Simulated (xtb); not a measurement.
CH8O3Si2, SMILES [SiH2]([Si](O)(O)C)O. All values are semi-empirical tight-binding results from xtb (GFN2-xTB unless named), good for trends rather than for accurate numbers. Coordinates come from a GFN2-xTB optimisation. The structure was generated by enumeration, and PubChem lists no compound with its InChIKey, so it may never have been made. The values are those of a single conformer.

Optimised geometry:

Bond lengths (Å): C1–Si2 1.913, C1–H7 1.086, C1–H8 1.086, C1–H9 1.088, Si2–O3 1.645, Si2–O4 1.630, Si2–Si5 2.282, O3–H10 0.952, O4–H11 0.954, Si5–O6 1.639, Si5–H12 1.473, Si5–H13 1.472, O6–H14 0.954. Bond angles (°): Si2–C1–H7 111.7, Si2–C1–H8 111.0, Si2–C1–H9 111.7, H7–C1–H8 107.3, H7–C1–H9 107.5, H8–C1–H9 107.5, C1–Si2–O3 107.9, C1–Si2–O4 110.8, C1–Si2–Si5 115.6, O3–Si2–O4 104.1, O3–Si2–Si5 114.5, O4–Si2–Si5 103.3, Si2–O3–H10 119.8, Si2–O4–H11 119.7, Si2–Si5–O6 102.2, Si2–Si5–H12 117.8, Si2–Si5–H13 115.7, O6–Si5–H12 107.8, O6–Si5–H13 108.5, H12–Si5–H13 104.4, Si5–O6–H14 121.5.

The orbital gap comes out as 4.79 eV. The dipole moment is 1.70 D, the zero-point energy is 59.2 kcal/mol and the G − E(el) at 298.15 K (modified RRHO) comes out as 37.0 kcal/mol. The static polarisability (D4 model) comes out as 85.9 bohr³ and the solvation energy, GFN2-xTB/ALPB(water) comes out as -10.7 kcal/mol. The solvation energy, GFN2-xTB/ALPB(dmf) is -14.2 kcal/mol.

Problem. Give the atomic charges and the Wiberg bond orders between heavy atoms. (An estimate is asked for; the answer gives what the named calculation found.)

Solution. charges (e) C1 -0.21, Si2 0.53, O3 -0.49, O4 -0.51, Si5 0.45, O6 -0.51, H7 0.02, H8 0.02, H9 0.03, H10 0.30, H11 0.30, H12 -0.10, H13 -0.12, H14 0.29. Bond orders C1–Si2 0.87, Si2–O3 1.16, Si2–O4 1.15, Si2–Si5 0.76, Si5–O6 1.18.
